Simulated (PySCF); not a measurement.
Si(OH)3(NH2) (H5NO3Si), SMILES O[Si](O)(O)N.

The structure is a stationary point at ωB97X-D3(BJ)/def2-SVP. A frequency run showed that this geometry is not a minimum. The values are those of a single conformer.

Two levels are set side by side: TDA-PBE/def2-SVPD (PySCF) and TDA-LC-ωPBE/def2-SVPD (PySCF). Vertical, same geometry. The lowest singlet is HOMO→LUMO 100 % with PBE and HOMO→LUMO 72 %, HOMO→LUMO+3 22 % with the other functional; states are paired by order. Differences are taken from unrounded values.

```tsv
quantity	TDA-LC-ωPBE	TDA-PBE	TDA-PBE minus TDA-LC-ωPBE
lowest singlet excitation (eV)	7.51	5.65	-1.86
lowest triplet excitation (TDA) (eV)	7.06	5.48	-1.58
first bright state (f over 0.05) (eV)	7.51	7.10	-0.41
its oscillator strength	0.06	0.09	0.03
```

Functionals without exact exchange tend to place singlet excitations lower, as here. Differences between two approximate levels are no errors against the true value.

Rough cost on one machine, each run with all the roots and properties that it gave: TDA-LC-ωPBE against TDA-PBE about 3 times.
